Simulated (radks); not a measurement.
Task: Valence configurations of Ho2+ (all share [Xe]). All-electron calculation, scalar-relativistic Kohn-Sham, PBE, spin-polarised, spherical densities, point nucleus; open shells are filled with parallel spins first (spin-orbit coupling, left out, can overturn this in heavy ions). Program: a radial shooting solver on a logarithmic mesh with Libxc functionals. Order these by energy: 4f7 5d3 6p1; 4f10 6s1; 4f10 5d1; 4f10.5 6s0.5; 4f9 5d2; 4f8 5d3; 4f11; 4f10 6p1; 4f8 5d2 6s1; 4f8.5 5d2 6p0.5.

Result: From the lowest, in eV above it: 4f11 0.000; 4f10.5 6s0.5 1.274; 4f10 6s1 4.024; 4f10 5d1 4.117; 4f10 6p1 8.947; 4f9 5d2 12.265; 4f8.5 5d2 6p0.5 21.383; 4f8 5d3 25.152; 4f8 5d2 6s1 27.160; 4f7 5d3 6p1 52.392. NIST lists [Xe] 4f11 as the ground configuration; this level of theory agrees among the configurations tried. The energies are those of spherical high-spin densities, not of single terms.
